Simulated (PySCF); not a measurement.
Diatomic cations of N with group 14

PBE0 with triple-zeta basis sets in PySCF, for the lowest determinant that a PBE0 search found; no spin–orbit coupling. De refers to high-spin ground-configuration atoms (the charge goes to the atom of lower measured ionisation energy or higher electron affinity, which is not always the lowest computed limit). A positive dipole points towards N; it is taken about the centre of mass and depends on that origin.

```
 M        basis  charged atom  state (unpaired electrons)  Re (Å)  ωe (cm⁻¹)  De (eV)  μ (D)
 C  def2-TZVPPD            C+          triplet (σ ↑, π ↑)   1.226       1841     5.33  -1.96
Si  def2-TZVPPD           Si+              triplet (π ↑↑)   1.786        798     2.73  -2.56
Sn  def2-TZVPPD           Sn+              triplet (π ↑↑)   2.110        556     1.76  -1.83
```

Task: The row for M = Ge is missing. Estimate Re, ωe and De as the mean of the rows for Si and Sn, and compare with the calculation.

Result: The means are 1.948 Å, 677 cm⁻¹ and 2.25 eV. PBE0 in def2-TZVPPD gives GeN⁺ as a triplet (π ↑↑) with Re = 1.903 Å, ωe = 651 cm⁻¹, De = 2.25 eV, so the estimate is off by +4.5 pm, +4 % and -0.00 eV.

These are scalar-relativistic numbers at best; spin–orbit coupling would shift them, the dissociation energy most. For an ion De counts to the pair picked by the measured ionisation energies or electron affinities, which need not be the lowest pair at this level. States were picked by a PBE0 search and need not be the measured ground states.
